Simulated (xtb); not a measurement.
Nb(O)(OH)2(Me) (CH₅NbO₃), SMILES [CH3][Nb](=[O])([OH])[OH], multiplicity 1. All values are semi-empirical tight-binding results from xtb (GFN2-xTB unless named), good for trends rather than for accurate numbers. The structure is a stationary point at GFN2-xTB. The spin state was assumed, not searched. The structure was generated by enumeration; whether it is a known compound was not checked. One conformer was computed; it need not be the lowest.

For metal compounds this method's bond lengths and energies can be far off.

Computed properties:
```yaml
point_group_as_xtb_finds_it: Cs
orbital_gap: 3.79 eV
zero_point_energy: 38.3 kcal/mol
G − E(el) at 298.15 K (modified RRHO): 17.6 kcal/mol
```
